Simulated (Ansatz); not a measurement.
Reaction (isomerisation): `[SiH3][SiH2][O][GeH3]` → `O[SiH]([SiH3])[GeH3]`

Gas-phase electronic energies from Ansatz, PBE0-D4/def2-TZVP geometries. CBS: MP2 limit from def2 TZ/QZ plus the TZ coupled-cluster correction, frozen cores. Functionals use def2-TZVPP. B3LYP here is the variant with VWN-RPA as its local correlation; programs differ in this. For Ge outer-core shells are correlated without core-valence functions, which leaves a few kJ/mol of doubt a bond. Scalar relativity is left out up to krypton. One conformer a species, not always the lowest.

`[SiH3][SiH2][O][GeH3]`:

```xyz
12

Si   -1.542   -1.156    0.674
Si    0.496   -0.129    1.232
O     0.874    1.091    0.206
Ge    1.016    1.242   -1.558
H    -1.472   -1.763   -0.685
H    -1.845   -2.238    1.652
H    -2.664   -0.177    0.684
H     1.562   -1.174    1.226
H     0.418    0.440    2.604
H     1.416    2.698   -1.812
H    -0.351    0.909   -2.179
H     2.093    0.258   -2.045
```

`O[SiH]([SiH3])[GeH3]`:

Cartesian coordinates in Å:
```
O 1.995 -0.044 0.734
Si 0.707 -0.125 -0.308
Si -0.576 -1.970 0.335
Ge -0.603 1.872 -0.263
H 2.625 0.667 0.603
H 1.172 -0.306 -1.717
H -1.732 -2.079 -0.597
H -1.095 -1.785 1.717
H 0.210 -3.232 0.276
H 0.277 3.110 -0.525
H -1.293 2.066 1.098
H -1.690 1.826 -1.353
```

```tsv
level	ΔE (kJ/mol)	difference from CCSD(T)/CBS
PBE0-D4	6.6	-11.9
ωB97X-V	22.5	4.0
ωB97M-V	19.9	1.4
r2SCAN	13.6	-4.9
PBE0	6.3	-12.2
B3LYP	19.1	0.6
MP2/def2-TZVPP	26.2	7.7
HF/def2-QZVPP	48.1	29.6
MP2/def2-QZVPP	24.0	5.5
CCSD/CBS(def2)	20.4	1.9
CCSD(T)/CBS	18.5	0
```

Largest T1 diagnostic among the species: 0.013.

In def2-TZVPP, CCSD(T) changes the Hartree–Fock value by −22.3 kJ/mol (the triples alone add −1.9 kJ/mol) and MP2 by −19.8 kJ/mol. From PBE to PBE0 (25 % exact exchange), in def2-TZVPP and without D4, ΔE moves by +5.2 kJ/mol.

CCSD(T)/CBS has its own doubt, a few kJ/mol and more with outer-core shells, so smaller differences from it don't rank the levels.
